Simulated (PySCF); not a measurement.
Ge(I)(SiH3) (GeH₃ISi), SMILES [SiH3][Ge][I] (connectivity only; charge and spin as stated), neutral, multiplicity 1.

Coordinates come from a PBE-D3(BJ)/def2-SVP optimisation. The structure was generated by enumeration; whether it is a known compound was not checked. The def2 effective core potentials stand for the cores of I; spin–orbit coupling is left out.

These are PBE0/def2-TZVPD run with PySCF values and carry that method's errors.

Gas-phase values at a fixed geometry.

Computed frontier levels, gap, dipole moment and polarisability:
| Item | Value |
|---|---|
| highest occupied level | -6.54 eV |
| lowest empty level | -3.46 eV |
| orbital gap | 3.07 eV |
| dipole moment | 1.41 D |
| quadrupole, principal values (traceless, Buckingham form, about the centre of nuclear charge) | -5.52, 2.38, 3.14 D·Å |
| mean static polarisability | 108.5 bohr³ (16.07 Å³) |
| polarisability, principal values | 77.7, 108.6, 139.1 bohr³ |
